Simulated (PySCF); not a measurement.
# Mayer bond orders and bond lengths

C7H9O2 (charge -1).
Atom-mapped SMILES: `[O:1]=[C:2]([O-:3])/[CH:4]=[CH:5]/[CH:6]1[CH2:7][CH2:8][CH2:9]1` (hydrogens: H10 on C4; H11 on C5; H12 on C6; H13, H14 on C7; H15, H16 on C8; H17, H18 on C9)

Geometry (GFN2-xTB, Å), atoms numbered from 1 in this order:
```xyz
18
C7H9O2 angstrom
O      3.5383    0.1965   -1.2400
C      3.4848    0.0348   -0.0108
O      4.4157   -0.0726    0.8050
C      2.0648   -0.0479    0.6077
C      0.9609    0.0247   -0.1175
C     -0.4372   -0.0517    0.3973
C     -1.3754   -1.0734   -0.2891
C     -2.4425    0.0178   -0.4442
C     -1.4034    1.0733   -0.0447
H      2.0315   -0.1736    1.6856
H      1.0670    0.1516   -1.1889
H     -0.4308   -0.1753    1.4833
H     -0.9742   -1.4129   -1.2423
H     -1.6580   -1.9422    0.3048
H     -3.2523   -0.0752    0.2804
H     -2.8772    0.1248   -1.4384
H     -1.7060    1.7779    0.7292
H     -1.0148    1.6298   -0.8957
```

Bond orders from the PBE0/pcSseg-1 density (PySCF). The structure is a single GFN2-xTB conformer in the gas phase; no vibrational or solvent corrections. The pcSseg-1 basis has no diffuse functions, a weakness for an anion.

Q: How far do the computed orders between heavy atoms stray from the drawn ones?

A: The largest departure is 0.727, at C2–O3 (drawn single, 1.727). Drawn single, order above 1.12: C2–O3 (1.727). The SMILES, with its formal charges, is one Lewis structure only.

Q: Give the Mayer order of every bond, beside its length.

A: 
| bond | drawn as | length (Å) | Mayer order |
| --- | --- | --- | --- |
| O1–C2 | double | 1.241 | 1.775 |
| C2–O3 | single | 1.243 | 1.727 |
| C2–C4 | single | 1.551 | 0.889 |
| C4–C5 | double | 1.323 | 1.808 |
| C5–C6 | single | 1.492 | 0.967 |
| C6–C7 | single | 1.548 | 0.991 |
| C7–C8 | single | 1.534 | 1.048 |
| C8–C9 | single | 1.534 | 1.048 |
| C9–C6 | single | 1.548 | 0.992 |
| C4–H10 | single | 1.086 | 0.973 |
| C5–H11 | single | 1.084 | 0.929 |
| C6–H12 | single | 1.093 | 0.948 |
| C7–H13 | single | 1.088 | 0.946 |
| C7–H14 | single | 1.090 | 0.964 |
| C8–H15 | single | 1.091 | 0.950 |
| C8–H16 | single | 1.090 | 0.960 |
| C9–H17 | single | 1.090 | 0.964 |
| C9–H18 | single | 1.088 | 0.946 |

Bonds between the same two heavy elements. C–O: lowest C2–O3 (1.727, 1.243 Å), highest O1–C2 (1.775, 1.241 Å). C–C: lowest C2–C4 (0.889, 1.551 Å), highest C4–C5 (1.808, 1.323 Å); in 4 of the 21 pairs the longer bond (by over 0.003 Å) has the higher order (by 0.02 or more).

Q: Sum the orders of all bonds at each heavy atom with more than one neighbour and set the sums beside the valence in the SMILES.

A: C2 4.391 (drawn 4), C4 3.670 (drawn 4), C5 3.704 (drawn 4), C6 3.898 (drawn 4), C7 3.949 (drawn 4), C8 4.006 (drawn 4), C9 3.950 (drawn 4). Orders between atoms that aren't bonded are not in these sums.

For a closed shell the Mayer order of atoms A and B is Σ (PS)μν (PS)νμ over the basis functions μ on A and ν on B, with P the density and S the overlap matrix.

These values come from a run that also computed NMR shieldings. Time: 31 s; peak memory 0.86 GiB. Hardware: an Arm Neoverse V1 with one thread, no GPU, shared host with 32 logical CPUs at a one-minute load of 5.9.
